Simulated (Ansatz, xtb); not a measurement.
Two isomers of C6H11F

Structure a: `C[C@@H]1CCC[C@@H]1F`, a singlet. Structure b: `C[C@@H]1CC[C@@H](F)C1`, a singlet. Both are isolated molecules in the gas phase, relaxed with B3LYP/def2-SVP; the shapes shown needn't be the lowest conformers.

a (Å):

```yaml
atoms:
  - { symbol: C, position_ang: [-0.8735, 2.9487, -1.2231] }
  - { symbol: C, position_ang: [-0.3210, 1.7962, -0.3900] }
  - { symbol: C, position_ang: [-1.2311, 0.5613, -0.2581] }
  - { symbol: C, position_ang: [-0.5849, -0.2601, 0.8754] }
  - { symbol: C, position_ang: [0.1161, 0.7866, 1.7883] }
  - { symbol: C, position_ang: [-0.0343, 2.1388, 1.0773] }
  - { symbol: F, position_ang: [-1.1421, 2.8115, 1.6064] }
  - { symbol: H, position_ang: [-1.0893, 2.6234, -2.2533] }
  - { symbol: H, position_ang: [-1.8049, 3.3342, -0.7818] }
  - { symbol: H, position_ang: [-0.1573, 3.7849, -1.2796] }
  - { symbol: H, position_ang: [0.6438, 1.4660, -0.8218] }
  - { symbol: H, position_ang: [-1.3311, -0.0010, -1.1997] }
  - { symbol: H, position_ang: [-2.2403, 0.8949, 0.0369] }
  - { symbol: H, position_ang: [-1.3189, -0.8712, 1.4219] }
  - { symbol: H, position_ang: [0.1592, -0.9585, 0.4590] }
  - { symbol: H, position_ang: [-0.3412, 0.8629, 2.7861] }
  - { symbol: H, position_ang: [1.1802, 0.5461, 1.9386] }
  - { symbol: H, position_ang: [0.8323, 2.8085, 1.2102] }
```

b (Å):

```xyz
18

C     0.7140    2.9999   -0.5918
C    -0.2761    1.8650   -0.3494
C    -1.3762    2.1707    0.6921
C    -1.8700    0.7889    1.1955
C    -0.8798   -0.2473    0.6301
C     0.3365    0.5625    0.1944
F    -1.4413   -0.8459   -0.5023
H     1.2451    3.2691    0.3377
H     0.2047    3.9063   -0.9584
H     1.4726    2.7200   -1.3409
H    -0.7710    1.6124   -1.3041
H    -2.1867    2.7887    0.2757
H    -0.9360    2.7448    1.5261
H    -2.8763    0.5352    0.8299
H    -1.9042    0.7421    2.2951
H    -0.6448   -1.0625    1.3343
H     0.9655    0.7809    1.0771
H     0.9534    0.0119   -0.5326
```

Quicker runs give these differences E(b) − E(a): GFN2-xTB −0.050 eV; HF/STO-3G −0.014 eV (at GFN2-xTB geometries); r2SCAN-D4/def2-SVP +0.032 eV (at GFN2-xTB geometries).

Problem. Estimate E(b) − E(a) at the level CCSD(T)/def2-SVP + ΔMP2/def2-TZVPP.

Solution. CCSD(T)/def2-SVP + ΔMP2/def2-TZVPP gives E(b) − E(a) = −0.007 eV, slightly favouring structure b, which is too small a margin to settle the true order.

The same difference at several levels:

```tsv
level	geometry	E(b) − E(a) (eV)	departure from the last row (eV)	job, with rough time for the two
GFN2-xTB	GFN2-xTB	−0.050	−0.043	optimisation, 0.34 s
HF/STO-3G	GFN2-xTB	−0.014	−0.008	single point, 0.72 s
r2SCAN-D4/def2-SVP	GFN2-xTB	+0.032	+0.039	single point, 9.6 s
B3LYP/def2-SVP	B3LYP/def2-SVP	+0.009	+0.015	optimisation, 2.4 min
HF/def2-SVP	B3LYP/def2-SVP	+0.008	+0.014	part of the CCSD(T) run
MP2/def2-SVP	B3LYP/def2-SVP	+0.015	+0.021	part of the CCSD(T) run
CCSD(T)/def2-SVP	B3LYP/def2-SVP	+0.016	+0.023	single point
CCSD(T)/def2-SVP + ΔMP2/def2-TZVPP	B3LYP/def2-SVP	−0.007		single point, 4.2 min
```

As drawn, both hold the same kinds of bond in the same numbers.

The largest departure from CCSD(T)/def2-SVP + ΔMP2/def2-TZVPP is that of GFN2-xTB, 0.043 eV. The last row adds to CCSD(T) the change of the MP2 difference between the two basis sets, here −0.023 eV.

With thermal terms from frequencies at re-optimised GFN2-xTB minima (ideal gas, soft modes damped towards free rotors, one conformer each, 298.15 K, 1 atm): the zero-point term adds −0.002 eV; ΔH is −0.009 and ΔG −0.011 eV.

The correlated steps freeze 7 core orbitals. Codes used: Ansatz 0.2.0, xtb 6.7.1; the last row on 2 threads of Arm Neoverse V1 on a shared host.
